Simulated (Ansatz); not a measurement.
`[SiH3]OC1[SiH2]S1` → `O[Si]1(S)C[SiH2]1`  (isomerisation)

Isolated molecules relaxed with PBE0-D4/def2-TZVP in Ansatz; ΔE leaves out vibrations. CCSD(T)/CBS adds triple-zeta CCSD(T) − MP2 to the extrapolated MP2 energy (def2 sets, frozen cores). DFT in def2-TZVPP. B3LYP here is the variant with VWN-RPA as its local correlation; programs differ in this. Each species was taken in one conformer, which may not be the lowest.

CCSD(T)/CBS gives -23.5 kcal/mol.

Problem. Another level gave -23.2 kcal/mol. Which?
A. B3LYP/def2-TZVPP
B. SCS-MP2/def2-TZVPP
C. PBE0/def2-TZVPP
D. MP2/def2-TZVPP

Solution. D. MP2/def2-TZVPP -23.2, PBE0 -25.8, B3LYP -21.9, SCS-MP2/def2-TZVPP -20.8 kcal/mol.

Largest T1 diagnostic among the species: 0.014.

In def2-TZVPP, CCSD(T) changes the Hartree–Fock value by −4.6 kcal/mol (the triples alone add −0.1 kcal/mol) and MP2 by −4.8 kcal/mol.
